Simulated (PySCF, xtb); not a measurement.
C3H7S, SMILES C[C](C)S, multiplicity 2. One conformer was computed; it need not be the lowest.

Harmonic wavenumbers (cm⁻¹) from GFN2-xTB (xtb) at its own minimum, in rising order: 119, 129, 237, 254, 308, 337, 662, 860, 961, 974, 986, 1046, 1196, 1272, 1395, 1407, 1465, 1471, 1478, 1483, 2379, 2886, 2896, 2984, 2993, 3013, 3034.

### Question
What does B3LYP-D3(BJ)/def2-SVP (PySCF) give at its own minimum? (An estimate is asked for; the answer gives what the named calculation found.)

### Answer
149, 155, 222, 256, 320, 350, 628, 906, 945, 954, 980, 1043, 1204, 1277, 1383, 1397, 1440, 1448, 1451, 1462, 2654, 2948, 2954, 3046, 3050, 3096, 3104. Paired by order, the mean absolute difference is 38 cm⁻¹ and the zero-point energies are 54.6 and 55.5 kcal/mol.
